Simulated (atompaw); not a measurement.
**PBEsol PAW (atompaw) dataset for technetium, scalar-relativistic all-electron reference.**

- Element: Tc
- Generator: atompaw 4.2.0.5
- Type: PAW
- Functional: PBEsol
- Relativity: scalar-relativistic
- Frozen core: [Kr]
- Valence charge: 7
- Reference configuration: 4d5 5s0 5p0 (charge +2)
- Partial waves: 5s (bound, empty): rc 2.65 bohr; 5s channel at -0.7 Ry: rc 2.15 bohr; 5p (bound, empty): rc 2.65 bohr; 5p channel at -0.25 Ry: rc 2.65 bohr; 4d (bound): rc 2.65 bohr; 4d channel at 2.65 Ry: rc 2.65 bohr
- Local potential: troulliermartins scheme with l = 3 at -0.5 Ry, radius 1.90 bohr
- Core correction: smooth core density matched at 2.65 bohr
- Augmentation charge: gaussian compensation charge, radius 1.95 bohr; PAW radius 2.65 bohr; waves and projectors: custom rrkj vanderbiltortho

What the tests gave:

| Item | Value |
| --- | --- |
| Cutoffs needed | 15 Ry and 21 Ry (the cutoffs (Ry, on a coarse ladder) from which the occupation-weighted sum of valence levels, in a spherical-Bessel basis at the reference potential, stays within 10 and 1 mRy of its value at 400 Ry) |
| Ghost test | ghost states, extra bound levels that the all-electron valence spectrum of the same l lacks: p at -65.5 eV, s at -50.3 eV; a true bound ghost makes a file unfit for plane-wave use (spherical-Bessel basis up to 400 Ry, 20 bohr box) |
| Lowest eigenvalue of the overlap operator | 0.02 (s channel) |
| Overlap eigenvalues printed by atompaw (projector basis) | 0.063, 0.49, 0.6, 65.8, 1.91e+03, 3.04e+03 |
| Share of each valence orbital outside the PAW sphere | 5s 53 %, 5p 74 %, 4d 8 % |

Generation and tests took about 1.9 s on one core of a shared server CPU.
